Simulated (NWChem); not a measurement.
# Rb, doublet

Program: NWChem. Spin-unrestricted. No stability test was run on the SCF state. def2 effective core potentials on Rb; no spin-orbit coupling.

Task: Estimate the computed values for UHF/def2-TZVP. Quantities: highest occupied level (eV); lowest empty minus highest occupied level, either spin (eV).

Result: 
```
Property                                                     Result
-----------------------------------------------------------  ------
highest occupied level (eV)                                   -3.82
lowest empty minus highest occupied level, either spin (eV)    4.10
```
